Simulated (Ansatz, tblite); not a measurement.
CH7ClSi2 (SMILES [SiH3]C[SiH2]Cl): the HOMO–LUMO gap, rung by rung

The species is CH7ClSi2 (11 atoms), meant as a singlet with charge 0. SMILES: `[SiH3]C[SiH2]Cl`. Geometry: relaxed at PBE0-D4/def2-TZVP. This is one conformer, not always the lowest.

Each level gives the HOMO–LUMO gap (eV). The values are calculated.

```json
{"level": "GFN1-xTB", "kind": "semi-empirical", "program": "tblite", "value (eV)": "6.12"}
{"level": "HF/def2-SVP", "kind": "Hartree–Fock", "program": "Ansatz", "value (eV)": "15.46"}
{"level": "SVWN5/def2-SVP", "kind": "LDA", "program": "Ansatz", "value (eV)": "6.46"}
{"level": "PBE/def2-SVP", "kind": "GGA", "program": "Ansatz", "value (eV)": "6.64"}
{"level": "r2SCAN/def2-SVP", "kind": "meta-GGA", "program": "Ansatz", "value (eV)": "7.30"}
{"level": "BHLYP/def2-SVP", "kind": "global hybrid", "program": "Ansatz", "value (eV)": "11.08"}
{"level": "PBE0/def2-SVP", "kind": "global hybrid", "program": "Ansatz", "value (eV)": "8.87"}
{"level": "CAM-B3LYP/def2-SVP", "kind": "range-separated hybrid", "program": "Ansatz", "value (eV)": "11.31"}
```

The values span 6.12 to 15.46 eV. Orbital gaps aren't excitation energies; they tend to grow with the share of exact exchange.
